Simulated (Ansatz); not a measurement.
Basis sets compared for AsS2⁺ (the lowest singlet isomer of a short search). Total charge 1; singlet. Geometry PBE0-D4/def2-TZVP. Ansatz on 4 threads of Arm Neoverse V1 on a shared host; times are rough, and most runs start from earlier orbitals.

Cartesian coordinates in Å:
```
As 0.858 0.069 0.848
S 0.323 0.147 -1.200
S -1.181 -0.216 0.352
```

The structure comes from a short search, and lower isomers may exist.

```tsv
level	functions	energy (Eh)	HOMO (eV)	LUMO (eV)	wall time
PBE-D4/def2-SVP	68	-3030.7707	-11.97	-11.01	0.45 s
PBE0-D4/def2-SVP	68	-3030.8805	-13.11	-10.35	0.6 s
```

Task: Estimate the rows for PBE-D4/def2-TZVP, PBE0-D4/def2-TZVP (with forces).

Result: 
```json
{"level": "PBE-D4/def2-TZVP", "functions": "122", "energy (Eh)": "-3031.3371", "HOMO (eV)": "-11.85", "LUMO (eV)": "-10.88", "wall time": "0.7 s"}
{"level": "PBE0-D4/def2-TZVP (with forces)", "functions": "122", "energy (Eh)": "-3031.4471", "HOMO (eV)": "-12.94", "LUMO (eV)": "-10.18", "wall time": "1.7 s"}
```
